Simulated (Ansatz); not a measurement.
C3H12OSiSn⁺, that is SnH3(OSiMe3) with one electron fewer. Charge 1, multiplicity 2. Geometry PBE0-D4/def2-SVP, that of the neutral singlet; atoms count from 1.

```csv
atom,x (Å),y (Å),z (Å)
Sn1,2.513,-0.948,-1.066
H2,3.207,0.274,-2.042
H3,3.675,-1.769,-0.120
H4,1.548,-2.026,-1.990
O5,1.336,-0.037,0.239
Si6,-0.304,0.235,0.337
C7,-0.937,0.934,-1.292
C8,-0.579,1.464,1.724
C9,-1.195,-1.378,0.709
H10,-2.016,1.155,-1.240
H11,-0.788,0.222,-2.121
H12,-0.415,1.869,-1.550
H13,-0.056,2.410,1.516
H14,-1.650,1.686,1.857
H15,-0.191,1.068,2.675
H16,-1.045,-2.115,-0.097
H17,-0.823,-1.823,1.646
H18,-2.281,-1.222,0.817
```

In the def2 sets Sn takes a core potential; there is no spin–orbit coupling.

Estimate the Mulliken populations from the PBE0/def2-TZVP orbitals of Ansatz.


```
atom  charge (e)  spin (α − β)
 Sn1        0.52         -0.02
  H2        0.05          0.07
  H3        0.04          0.03
  H4        0.02          0.01
  O5       -0.41          0.44
 Si6        0.41          0.00
  C7       -0.44          0.15
  C8       -0.45          0.03
  C9       -0.40          0.28
 H10        0.19          0.00
 H11        0.17          0.00
 H12        0.19          0.01
 H13        0.17          0.01
 H14        0.17          0.00
 H15        0.17          0.00
 H16        0.18          0.00
 H17        0.20          0.00
 H18        0.20          0.01
```
Mulliken values depend strongly on the basis.

Where does the spin sit?

Summed by element: Sn -0.02, H 0.12, O 0.44, Si 0.00, C 0.46, of 1 unpaired in all. Largest on single atoms: O5 0.44, C9 0.28, C7 0.15.

And the Mayer bond orders between heavy atoms (over 0.3)?

Sn1–O5 0.68 (1.98 Å); O5–Si6 1.13 (1.67 Å); Si6–C7 0.94 (1.88 Å); Si6–C8 1.06 (1.87 Å); Si6–C9 0.86 (1.88 Å).
